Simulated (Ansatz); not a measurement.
Geometry optimisation of `NC[SiH2][SiH3]`.

```yaml
crystal:
  periodic: [false, false, false]
  atoms:
    - {symbol: N, position_ang: [-1.420558, 0.852797, 1.813916]}
    - {symbol: C, position_ang: [-1.102871, 0.344327, 0.480009]}
    - {symbol: Si, position_ang: [0.726212, -0.203450, 0.400887]}
    - {symbol: Si, position_ang: [1.306288, -0.871038, -1.782251]}
    - {symbol: H, position_ang: [-2.422353, 1.073712, 1.889088]}
    - {symbol: H, position_ang: [-0.925347, 1.737708, 1.981492]}
    - {symbol: H, position_ang: [-1.312425, 1.033482, -0.380954]}
    - {symbol: H, position_ang: [-1.706588, -0.569409, 0.282549]}
    - {symbol: H, position_ang: [0.980543, -1.327806, 1.369532]}
    - {symbol: H, position_ang: [1.603501, 0.959191, 0.800340]}
    - {symbol: H, position_ang: [0.459230, -2.038924, -2.220109]}
    - {symbol: H, position_ang: [2.753229, -1.281993, -1.862153]}
    - {symbol: H, position_ang: [1.081540, 0.256502, -2.757547]}
basis:
  gaussian: {orbitals: def2-TZVP}
hamiltonian: {xc: pbe0, dispersion: d4}
relax: {f_tol: 0.005, max_steps: 150}
```

```sh
$ ansatz run in.yaml --threads 4 --pin off --events-out ev --progress --plain --max-ram 10444MiB
```

Shortened log:

```
Functional definition: PBE0
mean field -18420.19986552 eV, -676.9298593978 hartree, gradient 3.0e-5 eV, S^2 0.000000; 0 other end points of the search recorded, 0 dependent functions left out
relax step   1: F+E_penalty+E_count = -18420.41937949 eV  Δ(F+E_penalty+E_count) = +0.000e0 eV  max|allowed force component| = 6.881e-1 eV/Å  Δτ_max = 0.0000 Å  (27 SCF iters, accepted)
mean field -18420.23924814 eV, -676.9313066826 hartree, gradient 1.8e-5 eV, S^2 0.000000; 0 other end points of the search recorded, 0 dependent functions left out
relax step   2: F+E_penalty+E_count = -18420.45971427 eV  Δ(F+E_penalty+E_count) = -4.033e-2 eV  max|allowed force component| = 2.890e-1 eV/Å  Δτ_max = 0.0298 Å  (30 SCF iters, accepted)
mean field -18420.24356171 eV, -676.9314652034 hartree, gradient 1.7e-5 eV, S^2 0.000000; 0 other end points of the search recorded, 0 dependent functions left out
relax step   3: F+E_penalty+E_count = -18420.46423412 eV  Δ(F+E_penalty+E_count) = -4.520e-3 eV  max|allowed force component| = 3.800e-2 eV/Å  Δτ_max = 0.0191 Å  (31 SCF iters, accepted)
mean field -18420.24377211 eV, -676.9314729354 hartree, gradient 1.7e-5 eV, S^2 0.000000; 0 other end points of the search recorded, 0 dependent functions left out
relax step   4: F+E_penalty+E_count = -18420.46463391 eV  Δ(F+E_penalty+E_count) = -3.998e-4 eV  max|allowed force component| = 3.801e-2 eV/Å  Δτ_max = 0.0142 Å  (31 SCF iters, accepted)
mean field -18420.24406024 eV, -676.9314835240 hartree, gradient 1.7e-5 eV, S^2 0.000000; 0 other end points of the search recorded, 0 dependent functions left out
relax step   5: F+E_penalty+E_count = -18420.46484852 eV  Δ(F+E_penalty+E_count) = -2.146e-4 eV  max|allowed force component| = 2.274e-2 eV/Å  Δτ_max = 0.0068 Å  (32 SCF iters, accepted)
mean field -18420.24420802 eV, -676.9314889548 hartree, gradient 1.7e-5 eV, S^2 0.000000; 0 other end points of the search recorded, 0 dependent functions left out
relax step   6: F+E_penalty+E_count = -18420.46495055 eV  Δ(F+E_penalty+E_count) = -1.020e-4 eV  max|allowed force component| = 9.143e-3 eV/Å  Δτ_max = 0.0120 Å  (31 SCF iters, accepted)
mean field -18420.24422683 eV, -676.9314896462 hartree, gradient 1.7e-5 eV, S^2 0.000000; 0 other end points of the search recorded, 0 dependent functions left out
relax step   7: F+E_penalty+E_count = -18420.46496541 eV  Δ(F+E_penalty+E_count) = -1.485e-5 eV  max|allowed force component| = 1.929e-3 eV/Å  Δτ_max = 0.0034 Å  (32 SCF iters, accepted)
mean field -18420.24422683 eV, -676.9314896462 hartree, gradient 7.4e-5 eV, S^2 0.000000; 1 other end points of the search recorded, 0 dependent functions left out
Total energy: -18420.46500245 eV, -676.9396030005 hartree
Atom 0 at    -1.423005     0.849225     1.793087 Å, force     0.001098     0.000024    -0.000430 eV/Å
Atom 1 at    -1.101093     0.326596     0.471317 Å, force     0.000572    -0.000799     0.001846 eV/Å
Atom 2 at     0.712498    -0.195431     0.392020 Å, force    -0.000982    -0.000115    -0.000515 eV/Å
Atom 3 at     1.298900    -0.864265    -1.774066 Å, force    -0.000519    -0.000072    -0.000070 eV/Å
Atom 4 at    -2.398348     1.113931     1.855461 Å, force    -0.001929     0.000184     0.000174 eV/Å
Atom 5 at    -0.875914     1.675394     1.998137 Å, force     0.000880    -0.000027    -0.000039 eV/Å
Atom 6 at    -1.317634     1.011218    -0.364644 Å, force    -0.000216     0.000173    -0.000109 eV/Å
Atom 7 at    -1.698894    -0.573712     0.292243 Å, force     0.000405     0.000134    -0.000807 eV/Å
Atom 8 at     0.977058    -1.301282     1.351809 Å, force     0.000179     0.000240     0.000116 eV/Å
Atom 9 at     1.565181     0.965332     0.785124 Å, force    -0.000006     0.000038    -0.000394 eV/Å
Atom 10 at     0.464258    -2.017948    -2.210484 Å, force     0.000249     0.000145    -0.000106 eV/Å
Atom 11 at     2.728704    -1.272338    -1.833696 Å, force    -0.000162    -0.000021     0.000541 eV/Å
Atom 12 at     1.088691     0.248379    -2.741508 Å, force     0.000430     0.000095    -0.000204 eV/Å
Dipole moment:    -0.230234     0.244535    -0.076413 e Å
```

Hardware: 4 threads of an Arm Neoverse V2 on a shared host. Wall time 25 s, peak host memory 0.47 GiB.
